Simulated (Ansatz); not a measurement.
Basis-set series for C2H7AlGeO, SMILES `[CH3][GeH]1[CH2][O][AlH]1`. The species carries charge 0 and has multiplicity 1. The geometry is a stationary point of PBE0-D4/def2-TZVP.

Cartesian coordinates in Å:
```
C 0.9572 -1.3691 1.1430
Ge 0.2742 0.3832 0.5852
C -1.4443 0.3191 -0.4805
O -1.0974 0.9131 -1.7360
Al 0.5656 1.3539 -1.6406
H 0.3251 -1.7829 1.9304
H 0.9667 -2.0593 0.2988
H 1.9731 -1.2742 1.5281
H 0.1633 1.2869 1.8350
H -2.2508 0.8864 -0.0067
H -1.7895 -0.7086 -0.6337
H 1.3567 2.0516 -2.8231
```

```csv
functional,basis,functions,energy (Eh),HOMO (eV),LUMO (eV)
PBE0-D4,def2-TZVPP,281,-2474.62375,-6.76,-1.37
PBE0-D4,def2-QZVPP,540,-2474.68476,-6.77,-1.42
ωB97M-V,def2-TZVPP,281,-2474.96716,-8.75,0.26
ωB97M-V,def2-QZVPP,540,-2475.02636,-8.76,0.06
```

Question: Give the rows for def2-SVP. (Estimate.)

Answer: The calculation gave: 
```
functional     basis  functions  energy (Eh)  HOMO (eV)  LUMO (eV)
   PBE0-D4  def2-SVP        127  -2474.09486      -6.77      -1.26
   ωB97M-V  def2-SVP        127  -2474.43238      -8.73       0.47
```

Positive LUMOs are unbound and depend on the basis. Scalar relativity is left out up to krypton.

Computed with Ansatz.
